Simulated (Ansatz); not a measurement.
```yaml
crystal:
  periodic: [false, false, false]
  atoms:
    - {symbol: O, position_ang: [-0.454968, 0.404662, 1.699836]}
    - {symbol: Si, position_ang: [-0.320338, -0.398506, 0.412084]}
    - {symbol: Si, position_ang: [1.390184, -1.692246, 0.571066]}
    - {symbol: Si, position_ang: [-0.193324, 1.046828, -1.184962]}
    - {symbol: S, position_ang: [-1.458668, 2.486724, -0.659747]}
    - {symbol: H, position_ang: [-0.859162, 1.187296, 1.604855]}
    - {symbol: H, position_ang: [-1.445384, -1.154446, 0.171425]}
    - {symbol: H, position_ang: [1.488390, -2.414981, -0.588807]}
    - {symbol: H, position_ang: [1.271318, -2.559909, 1.622176]}
    - {symbol: H, position_ang: [2.531022, -0.953287, 0.725499]}
    - {symbol: H, position_ang: [-0.481418, 0.561825, -2.432029]}
    - {symbol: H, position_ang: [1.012681, 1.689747, -1.223378]}
    - {symbol: H, position_ang: [-2.461659, 1.764274, -0.704496]}
basis:
  gaussian: {orbitals: cc-pVTZ-DK}
total_charge: 1
magnetization: {spin_polarized: true, initial_magnetization: 1}
hamiltonian: {xc: {name: BLYP}, dispersion: d3bj}
```

```sh
$ ansatz run in.yaml --threads 4 --pin off --events-out ev --progress --plain --max-ram 10444MiB
```

Shortened log:

```
Functional definition: BLYP
1724 factors; their error is unknown
mean field evaluation 1: about -36702.4230 eV, gradient 6.5e1 eV
mean field evaluation 2: about -36512.1782 eV, gradient 1.5e2 eV
mean field evaluation 4: about -36713.9333 eV, gradient 2.4e1 eV
mean field evaluation 8: about -36718.0082 eV, gradient 1.7e0 eV
mean field evaluation 16: about -36717.9378 eV, gradient 4.6e-3 eV
mean field -36717.93783275 eV, -1349.3593270412 hartree, gradient 2.5e-5 eV, S^2 0.752577; 6 other end points of the search recorded, 0 dependent functions left out
reference -36717.93826836 eV, -1349.3593430498 hartree; 37, 36 occupied and 241, 242 virtual orbitals, 1724 factors
Total energy: -36718.85864910 eV, -1349.3931664180 hartree
Relativity: scalar
```

It took 13 s on 4 threads of an Intel Xeon on a shared host, with 0.7 GiB of host memory at the peak.
